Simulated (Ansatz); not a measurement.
Mulliken charges of CH3Cl2FMoO2 (`C[O][Mo](=[O])([F])([Cl])[Cl]`) from PBE/def2-TZVPP in Ansatz (PBE0-D4/def2-TZVP geometry).

```tsv
atom	x (Å)	y (Å)	z (Å)	charge (e)
C1	0.232	-1.711	-0.013	-0.104
O2	-0.502	-0.570	-0.352	-0.301
Mo3	-0.325	1.242	-0.153	1.189
O4	-1.818	1.800	-0.558	-0.368
F5	0.769	1.227	-1.654	-0.321
Cl6	-0.324	0.814	2.110	-0.240
Cl7	0.796	3.165	0.379	-0.218
H8	1.228	-1.674	-0.466	0.124
H9	0.332	-1.751	1.079	0.116
H10	-0.306	-2.591	-0.369	0.121
```

Question: By hand: the dipole of these point charges (1 e Å = 4.8032 D).

Answer: Σ q r = (0.221, -0.840, 0.095) e Å, of length 0.874 e Å = 4.20 D.

Question: How does the dipole of the full density compare? (An estimate is asked.)

Answer: Computed: (0.127, -0.758, -0.005) e Å, 3.69 D; the point charges give 1.14 times that, at 8° from its direction.

Point charges leave out the atoms' own dipoles, such as those of lone pairs, and Mulliken's split depends on the basis, so the close match here is no proof of good charges.
